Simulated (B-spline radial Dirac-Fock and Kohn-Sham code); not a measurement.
# Photoionisation of chromium ions at Ag Kα (22162.9 eV)

These are calculated numbers from a radial finite-basis atomic code; the model is independent-particle photoionisation in a Dirac-Hartree-Slater potential with a Latter tail, all multipoles, thresholds from Dirac-Fock ΔSCF. Cross sections in kb; a dash marks an empty subshell or a threshold above the photon energy.

```
  ion  configuration  total    1s      2s    2p1/2    2p3/2     3p3/2
  Cr⁺       [Ar] 3d5  1.279  1.15  0.0911  0.00733   0.0132   0.00170
 Cr⁵⁺       [Ar] 3d1  1.281  1.15  0.0912  0.00732   0.0132   0.00203
Cr¹¹⁺   [Ne] 3s2 3p1  1.286  1.15  0.0929  0.00749   0.0135  0.000469
Cr¹⁸⁺   [He] 2s2 2p2  1.279  1.16   0.107  0.00306  0.00553         –
```
